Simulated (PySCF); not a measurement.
hydrogen bromide (BrH), SMILES Br. Atoms are numbered in the order given.

```xyz
2

Br     0.0000     0.0000    -0.0395
H      0.0000     0.0000     1.3811
```
Charge 0, spin multiplicity 1.

Geometry: PBE0-D3(BJ)/def2-TZVPD.

Two levels are set side by side: PBE/pcSseg-2 (PySCF) and HF/pcSseg-2 (PySCF). GIAO shifts against TMS (¹H) at the same level; non-relativistic, no solvent, atoms listed together averaged. Without spin–orbit terms, shifts of atoms bonded to Cl or Br come out too high at both levels. Differences are taken from unrounded values.

```
quantity             HF
-----------------  ----
δ(¹H) of H2 (ppm)  1.56
```

Question: What does PBE give, and how far is it from HF? (Estimate from the structure and the level; the computed values follow.)

Answer: 
```csv
quantity,PBE,PBE minus HF
δ(¹H) of H2 (ppm),0.15,-1.41
```

Rough cost on one machine, each run with all the roots and properties that it gave: HF against PBE within a factor of 2.
